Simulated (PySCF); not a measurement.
AsBr⁺ at r²SCAN0

Computed with r²SCAN0; basis As def2-TZVPPD, Br def2-TZVPPD; no relativity; PySCF 2.14.

| Property | Result |
| --- | --- |
| state | ²Π (doublet), unpaired electrons π ↑ |
| bond length | 2.169 Å |
| harmonic wavenumber | 400 cm⁻¹ |
| force constant | 3.62 mdyn/Å |
| rotational constant Be | 0.09323 cm⁻¹ |
| anharmonicity ωexe | 0.876 cm⁻¹ |
| vibration–rotation constant αe | 0.000283 cm⁻¹ |
| well depth De to As⁺ + Br | 370 kJ/mol |
| dissociation energy D0 | 367 kJ/mol |
| bond order (Mayer) | 1.61 |
| dipole moment (positive dipole points towards Br; it is taken about the centre of mass and depends on that origin) | -2.08 D |

Spin–orbit coupling is left out. For an ion De counts to the pair picked by the measured ionisation energies or electron affinities, which need not be the lowest pair at this level. The state was picked by a PBE0 search and need not be the measured ground state.
